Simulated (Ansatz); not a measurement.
`[SiH3]CN1[SiH2]P1` + `CCl` → `[SiH3]CCCl` + `N1[SiH2]P1` at 298.15 K and 1 bar (formal exchange of groups at a C–N bond).

Gas-phase electronic energies from Ansatz, PBE0-D4/def2-TZVP geometries. CCSD(T)/CBS is the MP2 limit (def2-TZVPP, def2-QZVPP) plus CCSD(T) − MP2 in def2-TZVPP, frozen cores. This one scheme is used for every species. Each species was taken in one conformer, which may not be the lowest.

```tsv
species	CCSD(T)/CBS energy (Eh)	H − E (kJ/mol)	S (J/(mol·K))
`[SiH3]CN1[SiH2]P1`	-1016.62887	245.3	372.8
`CCl`	-499.63220	109.7	234.1
`[SiH3]CCCl`	-829.17301	233.1	330.6
`N1[SiH2]P1`	-687.10203	122.9	281.9
```

H − E and S are ideal-gas, rigid-rotor, harmonic terms from PBE0-D4/def2-TZVP, for one conformer and one mirror image of each species. 1 Eh = 2625.50 kJ/mol, R = 8.31446 J/(mol·K).

**Question.** By hand: ΔE, ΔH, ΔS and ΔG.

**Answer.** ΔE = (-829.17301) + (-687.10203) − (-1016.62887) − (-499.63220) = -0.01397 Eh = -36.7 kJ/mol. Δ(H − E) = 233.1 + 122.9 − 245.3 − 109.7 = 1.0, so ΔH = -35.7 kJ/mol. ΔS = 330.6 + 281.9 − 372.8 − 234.1 = 5.6 J/(mol·K). ΔG = -35.7 − 298.15 × (5.6)/1000 = -37.4 kJ/mol.

**Question.** By hand: the equilibrium constant, and the temperature at which ΔG would vanish if ΔH and ΔS stayed fixed.

**Answer.** log₁₀ K = −ΔG/(RT ln 10) = 6.6. ΔH and −TΔS have one sign here, so there is no such temperature. One of them is within its doubt of zero, so this could turn.

The number of gas molecules stays the same, so ΔS is small and ΔH decides. A doubt of 5 kJ/mol in ΔE shifts log₁₀ K by 0.9 here. Other conformers and mirror images would add mixing entropy, several J/(mol·K) or more a flexible species. These are equilibria of isolated gas molecules and say nothing of rates. Largest T1 diagnostic: 0.015 (customary marks: 0.02 for closed shells, 0.045 for open ones).
